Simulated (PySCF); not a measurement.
CH6MgSi, SMILES [CH3][Mg][SiH3]. Atoms are numbered in the order given.

```xyz
9

Mg     0.0000     0.0000    -0.6758
C      0.0000     0.0000    -2.7731
H     -0.8817     0.5227    -3.1852
H     -0.0118    -1.0249    -3.1852
H      0.8935     0.5023    -3.1852
Si     0.0000     0.0000     1.9138
H      0.2985    -1.3485     2.5036
H     -1.3170     0.4157     2.5036
H      1.0185     0.9327     2.5036
```
Charge 0, spin multiplicity 1.

Geometry optimised at B3LYP-D3(BJ)/def2-SVP.

Calculation: PBE0/pcJ-1 in PySCF.

Isotropic couplings with Fermi-contact, spin-dipole and both spin-orbit terms, one fixed conformer, no vibrational averaging. Isotopes: 13C, 1H, 29Si.

Question: Estimate the spin–spin coupling constants. (Estimate from the structure and the level; the computed values follow.)

Answer: 
```json
[
 {"pair": "C2–H3", "bonds apart": "1", "J (Hz)": "119.1"},
 {"pair": "C2–H4", "bonds apart": "1", "J (Hz)": "119.1"},
 {"pair": "C2–H5", "bonds apart": "1", "J (Hz)": "119.1"},
 {"pair": "Si6–H7", "bonds apart": "1", "J (Hz)": "-169.0"},
 {"pair": "Si6–H8", "bonds apart": "1", "J (Hz)": "-169.0"},
 {"pair": "Si6–H9", "bonds apart": "1", "J (Hz)": "-169.0"},
 {"pair": "C2–Si6", "bonds apart": "2", "J (Hz)": "-30.8"},
 {"pair": "H3–H4", "bonds apart": "2", "J (Hz)": "-14.3"},
 {"pair": "H3–H5", "bonds apart": "2", "J (Hz)": "-14.3"},
 {"pair": "H4–H5", "bonds apart": "2", "J (Hz)": "-14.3"},
 {"pair": "H7–H8", "bonds apart": "2", "J (Hz)": "-7.0"},
 {"pair": "H7–H9", "bonds apart": "2", "J (Hz)": "-7.0"},
 {"pair": "H8–H9", "bonds apart": "2", "J (Hz)": "-7.0"},
 {"pair": "C2–H7", "bonds apart": "3", "J (Hz)": "1.1"},
 {"pair": "C2–H8", "bonds apart": "3", "J (Hz)": "1.1"},
 {"pair": "C2–H9", "bonds apart": "3", "J (Hz)": "1.1"},
 {"pair": "H3–Si6", "bonds apart": "3", "J (Hz)": "0.9"},
 {"pair": "H4–Si6", "bonds apart": "3", "J (Hz)": "0.8"},
 {"pair": "H5–Si6", "bonds apart": "3", "J (Hz)": "1.0"},
 {"pair": "H3–H7", "bonds apart": "4", "J (Hz)": "-0.6"},
 {"pair": "H3–H9", "bonds apart": "4", "J (Hz)": "-0.5"},
 {"pair": "H4–H8", "bonds apart": "4", "J (Hz)": "-0.5"},
 {"pair": "H4–H9", "bonds apart": "4", "J (Hz)": "-0.6"},
 {"pair": "H5–H7", "bonds apart": "4", "J (Hz)": "-0.5"},
 {"pair": "H5–H8", "bonds apart": "4", "J (Hz)": "-0.6"}
]
```
